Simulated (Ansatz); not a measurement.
Geometry optimisation, RKS BLYP/def2-SVP (Ansatz 0.2.0).

input.yaml

```yaml
crystal:
  periodic: [false, false, false]
  atoms:
    - { symbol: W, position_ang: [0.0, 0.0, 0.0] }
    - { symbol: H, position_ang: [0.9528, 0.0, 1.6669] }
    - { symbol: H, position_ang: [1.6669, 0.0, 0.9528] }
    - { symbol: H, position_ang: [0.0, 1.72, 0.0] }
    - { symbol: H, position_ang: [-1.72, 0.0, 0.0] }
    - { symbol: F, position_ang: [0.0, -1.85, 0.0] }
    - { symbol: H, position_ang: [0.0, 0.0, -1.72] }
basis:
  gaussian: { orbitals: def2-SVP }
hamiltonian:
  xc: blyp
relax:
  f_tol: 0.15
  max_steps: 25
  restrain:
    - { distance: [1, 2], at: 1.86, k: 30.0 }
    - { distance: [0, 1], at: 1.72, k: 30.0 }
    - { distance: [0, 2], at: 1.72, k: 30.0 }
output:
  orbitals: {}
```

Run as:

```bash
$ ansatz run input.yaml --threads 1 --pin off --max-ram 2048MiB --backend cpu --events-out ev --progress --plain --runs-dir out
```

**Question.** Where does it end, and by what steps?

**Answer.** It converged. The restraints hold the end off the free minimum. After 10 steps the energy has fallen by 4.586 eV (the restraints' own energy left out); H4 moved furthest, 1.41 Å.

```json
{"step": "0", "energy less start (eV)": "0.0000", "largest force component (eV/Å)": "2.799", "accepted": "yes"}
{"step": "1", "energy less start (eV)": "0.4682", "largest force component (eV/Å)": "2.818", "accepted": "yes"}
{"step": "2", "energy less start (eV)": "-0.1235", "largest force component (eV/Å)": "1.761", "accepted": "yes"}
{"step": "3", "energy less start (eV)": "-1.4205", "largest force component (eV/Å)": "1.209", "accepted": "yes"}
{"step": "4", "energy less start (eV)": "-2.4026", "largest force component (eV/Å)": "1.010", "accepted": "yes"}
{"step": "5", "energy less start (eV)": "-3.0621", "largest force component (eV/Å)": "0.872", "accepted": "yes"}
{"step": "6", "energy less start (eV)": "-3.6039", "largest force component (eV/Å)": "0.676", "accepted": "yes"}
{"step": "7", "energy less start (eV)": "-4.0013", "largest force component (eV/Å)": "0.612", "accepted": "yes"}
{"step": "8", "energy less start (eV)": "-4.2985", "largest force component (eV/Å)": "0.548", "accepted": "yes"}
{"step": "9", "energy less start (eV)": "-4.5058", "largest force component (eV/Å)": "0.400", "accepted": "yes"}
{"step": "10", "energy less start (eV)": "-4.5859", "largest force component (eV/Å)": "0.216", "accepted": "yes"}
```

```xyz
7
Properties=species:S:1:pos:R:3
W 0.076 -0.255 0.076
H 0.412 0.066 1.726
H 1.726 0.066 0.412
H -0.810 0.896 -0.810
H -1.140 0.558 0.946
F -0.311 -2.019 -0.311
H 0.946 0.558 -1.140
```

Run time: 27 s on 1 thread of Intel(R) Xeon(R) Platinum 8488C (Sapphire Rapids), with other jobs on the host, peak memory 0.16 GiB.
